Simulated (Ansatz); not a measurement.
Stepwise reaction of `OB(O)F` with hydrogen, as a gas-phase model of exchange steps in deposition or etching. ΔE in kJ/mol; ΔG adds harmonic PBE0-D4 terms to CCSD(T)/CBS, at 1 bar.

Isolated molecules relaxed with PBE0-D4/def2-TZVP in Ansatz; ΔE leaves out vibrations. CCSD(T)/CBS adds triple-zeta CCSD(T) − MP2 to the extrapolated MP2 energy (def2 sets, frozen cores). This one scheme is used for every species. Functionals use def2-TZVPP. B3LYP here is the variant with VWN-RPA as its local correlation; programs differ in this. Each species was taken in one conformer, which may not be the lowest.

| step | reaction | PBE-D4 | B3LYP-D4 | ωB97M-V | CCSD(T)/CBS | ΔG(600 K) |
| --- | --- | --- | --- | --- | --- | --- |
| 1 | `OB(O)F` + H₂ → `OBF` + H₂O | 101.1 | 104.0 | 104.8 | 99.8 | 91.8 |
| 2 | `OBF` + H₂ → `BF` + H₂O | 138.4 | 137.1 | 137.3 | 131.0 | 125.0 |

Question: By hand: ΔE of the 2 steps together at CCSD(T)/CBS.

Answer: (99.8) + (131.0) = 230.8 kJ/mol, or 115.4 kJ/mol a step.

In ΔE each step is higher than the one before. All are uphill at CCSD(T)/CBS. ΔG lies between 91.8 and 125.0 kJ/mol a step. PBE-D4 differs from CCSD(T)/CBS by 1.3 to 7.4 kJ/mol a step. Isolated molecules leave out the surface, adducts and barriers. Largest T1 diagnostic: 0.013.
